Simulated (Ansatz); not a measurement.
Ru, quintet (core potentials on Ru).

Ansatz (a first-principles code) was given this input:
Ansatz 0.2 input:
```yaml
crystal:
  periodic: [false, false, false]
  atoms:
    - {symbol: Ru, position_ang: [0.00000000, 0.00000000, 0.00000000]}
basis:
  gaussian:
    orbitals: def2-SVPD
hamiltonian:
  xc: blyp
magnetization: {spin_polarized: true, initial_magnetization: 4}
```

Problem. What does this run give for the <S^2>, total energy?

Solution. 
```json
{
  "<S^2>": "6.001",
  "total_energy": "-94.7504 Eh"
}
```
